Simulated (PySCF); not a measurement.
A series of tetrahedral complexes of Different ions with Br ligands

All values are computed with PySCF: state-averaged CASSCF of the d shell with SC-NEVPT2, spin-free X2C, triple-zeta basis on the metal and double-zeta on the ligands, mean-field spin-orbit coupling; DFT geometries.

```csv
complex,point group,M–L / Å,L–M–L / °,solvent
[MnBr4]2-,Td,2.52,109,water
MoBr4,Td,2.37,109,none
[TiBr4]-,D2d,2.42,107–110,dichloromethane
[VBr4]-,Td,2.38,109,dichloromethane
VBr4,D2d,2.27,109–111,none
NbBr4,D2d,2.41,107–111,none
[NiBr4]2-,Cs,2.42,104–125,water
```

For MoBr4, VBr4, NbBr4 the d shell alone is too small an active space: their values show what this model gives and aren't sound predictions.

**Question.** Rank by the nephelauxetic ratio at CASSCF level, lowest first.
A. [VBr4]-
B. [NiBr4]2-
C. [MnBr4]2-
D. MoBr4

**Answer.** D (0.594), A (0.808), C (0.931), B (0.948).

**Question.** Rank by the spin-orbit constant ζ, lowest first.
A. [TiBr4]-
B. MoBr4
C. NbBr4
D. [NiBr4]2-
E. [MnBr4]2-
F. VBr4
G. [VBr4]-

**Answer.** F (33 cm⁻¹), A (65 cm⁻¹), G (112 cm⁻¹), E (281 cm⁻¹), C (322 cm⁻¹), B (398 cm⁻¹), D (623 cm⁻¹).

**Question.** What are the ground states and moments?

**Answer.** 
```json
{"complex": "[MnBr4]2-", "shell": "d5", "ground state (NEVPT2)": "6A1", "total orbital splitting (CASSCF fit) / cm⁻¹": "2277", "μeff(300 K) / μB": "5.92"}
{"complex": "MoBr4", "shell": "d2", "ground state (NEVPT2)": "3A2", "total orbital splitting (CASSCF fit) / cm⁻¹": "9604", "μeff(300 K) / μB": "2.69"}
{"complex": "[TiBr4]-", "shell": "d1", "ground state (NEVPT2)": "2B1 (from 2E)", "total orbital splitting (CASSCF fit) / cm⁻¹": "5382", "μeff(300 K) / μB": "1.78"}
{"complex": "[VBr4]-", "shell": "d2", "ground state (NEVPT2)": "3A2", "total orbital splitting (CASSCF fit) / cm⁻¹": "4939", "μeff(300 K) / μB": "2.82"}
{"complex": "VBr4", "shell": "d1", "ground state (NEVPT2)": "2A1 (from 2E)", "total orbital splitting (CASSCF fit) / cm⁻¹": "8525", "μeff(300 K) / μB": "1.75"}
{"complex": "NbBr4", "shell": "d1", "ground state (NEVPT2)": "2B1 (from 2E)", "total orbital splitting (CASSCF fit) / cm⁻¹": "9748", "μeff(300 K) / μB": "1.66"}
{"complex": "[NiBr4]2-", "shell": "d8", "ground state (NEVPT2)": "3A'' (from 3T1)", "total orbital splitting (CASSCF fit) / cm⁻¹": "2978", "μeff(300 K) / μB": "4.17"}
```

In [TiBr4]-, VBr4 the next state lies within 300 cm⁻¹ of the lowest, inside the method's error, so which of them is lowest is undecided.

In [TiBr4]-, VBr4, NbBr4, [NiBr4]2- the symmetry is lower than cubic, so the total splitting isn't 10Dq alone: it holds the effect of the lower symmetry too.
